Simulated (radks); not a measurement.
Results of a calculation; reference values are marked as such.
The xenon ion Xe42+, configuration [Ne] 3s2. Level of theory: non-relativistic Kohn-Sham, LB94 model potential, spin-polarised, spherical densities, point nucleus; relativity is left out, which matters for an element this heavy (a radial shooting solver on a logarithmic mesh with Libxc functionals).

Normalised radial functions P(r) = r R(r), r in bohr:

r             2p       3s
0.001999  0.0146   0.2382
0.002775  0.0276   0.3166
0.003821  0.0508   0.4108
0.005305  0.0941   0.5232
0.007364  0.1716   0.6418
0.01022   0.3064   0.7439
0.01419   0.5312   0.7869
0.0197    0.8846   0.7061
0.02735   1.3938   0.4264
0.03796   2.0355  -0.0919
0.0527    2.6808  -0.7615
0.07316   3.0696  -1.2697
0.1016    2.9058  -1.1196
0.141     2.1195  -0.0189
0.1957    1.0782   1.5027
0.2717    0.3336   2.1879
0.3771    0.0521   1.5123
0.5236    0.0032   0.4977
0.7268    0.0001   0.0648

2p: eigenvalue -7366.3 eV, 0 radial nodes, <r> = 0.101 bohr, 90 % of the charge inside 0.163 bohr. 3s: eigenvalue -3134.5 eV, 2 radial nodes at r = 0.0361, 0.142 bohr, <r> = 0.282 bohr, 90 % of the charge inside 0.407 bohr.
